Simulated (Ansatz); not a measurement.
Species: CH₃Te, net charge 1, singlet state. 
Geometry from a B3LYP-D3(BJ)/def2-TZVP (Ansatz, an electronic-structure program) optimisation:
```
C
H 1 1.0871
H 1 1.0871 2 115.84
H 1 1.1143 2 107.66 3 120.53
Te 1 2.0880 2 112.55 4 107.97
```
Charge +1, spin multiplicity 1.

Parts of the frozen-core correlation energy in def2-SVPD (Ansatz, hartree). Frozen orbitals: 10; correlated occupied orbitals by spin: 6 and 6; virtual: 63 and 63. Spin-orbit coupling is left out. Past Kr the def2 sets carry scalar-relativistic core potentials. The restricted reference is unstable.

| term | value |
|---|---|
| reference (HF) | -306.23388 |
| MP2 opposite-spin | -0.18096 |
| MP2 same-spin | -0.04786 |
| CCSD correlation | -0.26508 |
| (T) | -0.01050 |
| T1 diagnostic | 0.014 |
| largest doubles amplitude | 0.281 |
